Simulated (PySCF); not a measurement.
Compound: potassium fluoride, KF.
SMILES: `[F][K]`

Computed with PBE0-D3(BJ)/def2-SVP geometry optimisation, gas phase in PySCF.

Masses are those of the commonest isotopes; rigid-rotor values at the optimised geometry. 

Task: What are the moment of inertia and the rotational constant?

Result: I = 58.356 u·Å², B = 505379 MHz·u·Å²/I = 8660 MHz (0.2889 cm⁻¹, or 0.416 K as hB/k). For two atoms I = μr² with μ = 12.7712 u and r = 2.1376 Å.

Task: List the first levels of a rigid rotor in a Σ state.

Result: E(J) = BJ(J+1): J = 1: 0.578, J = 2: 1.733, J = 3: 3.467, J = 4: 5.778, J = 5: 8.666, J = 6: 12.133 cm⁻¹.

Task: Where do the first rotational lines fall?

Result: The dipole is 7.78 D; J+1 ← J lies at 2B(J+1): 1 ← 0 at 17.32 GHz, 2 ← 1 at 34.64 GHz, 3 ← 2 at 51.96 GHz, 4 ← 3 at 69.28 GHz, 5 ← 4 at 86.60 GHz, 6 ← 5 at 103.92 GHz.

Task: Estimate the classical rotational partition function at 10 K, 200 K and 500 K.

Result: Point group C∞v, symmetry number σ = 1; q = kT/(σhB), k/h = 20836.6 MHz/K: 24.1 at 10 K, 481 at 200 K, 1200 at 500 K.

PBE0-D3(BJ)/def2-SVP frequencies: not computed here. Constants of a rigid frame at the computed geometry: no zero-point averaging, no centrifugal distortion.
